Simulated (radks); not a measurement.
Valence configurations of Te II (all share [Kr]). Method: Dirac Kohn-Sham, PBEsol, spin-unpolarised, spherical densities, finite nucleus; open shells fill j = l - 1/2 first; Fermi nuclear charge, rms radius 4.7423 fm; computed with a radial shooting solver on a logarithmic mesh with Libxc functionals. Energies are relative to 4d10 5s2 5p3; eigenvalues in eV.

valence          E (eV)  e(4d3/2)  e(4d5/2)  e(5p1/2)  e(5p3/2)  e(5s1/2)
4d10 5s2 5p3      0.000   -51.183   -49.711   -14.217   -13.283   -23.313
4d10 5s1 5p4     10.124   -52.641   -51.164   -14.907   -13.938   -24.155
4d10 5p5         20.431   -54.045   -52.564   -15.558   -14.555         -
4d9 5s2 5p4      38.988   -57.833   -56.296   -15.817   -14.743   -25.559
4d9 5s1 5p5      49.890   -59.203   -57.661   -16.457   -15.349   -26.336
4d8.5 5s2 5p4.5  60.408   -61.147   -59.577   -16.592   -15.448   -26.642
4d9 5p6          60.961   -60.530   -58.984   -17.067   -15.926         -
4d8 5s2 5p5      83.118   -64.456   -62.854   -17.355   -16.140   -27.704
4d7 5s2 5p6      132.42   -71.064   -69.396   -18.847   -17.493   -29.771

NIST lists [Kr] 4d10 5s2 5p3 as the ground configuration; this level of theory agrees among the configurations tried. The energies are those of spherical spin-averaged densities, not of single terms.
